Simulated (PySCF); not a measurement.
CH₆O₃Si₂, SMILES C(O[SiH2]O[SiH3])=O.

Geometry: B3LYP-D3(BJ)/def2-SVP. This is a generated structure with no PubChem entry under its InChIKey; it may be hypothetical. One conformer was computed; it need not be the lowest.

Calculation: PySCF with PBE/def2-TZVP.

Isolated molecule, no solvent.

```yaml
total_energy: -846.04071 hartree
highest_occupied_level: -6.85 eV
lowest_empty_level: -1.53 eV
orbital_gap: 5.33 eV
dipole_moment: 1.83 D
quadrupole, principal values (traceless, Buckingham form, about the centre of nuclear charge): -9.15, 2.43, 6.72 D·Å
mean_static_polarisability: 72.6 bohr³ (10.76 Å³)
polarisability_principal_values: 60.2, 70.4, 87.3 bohr³
```
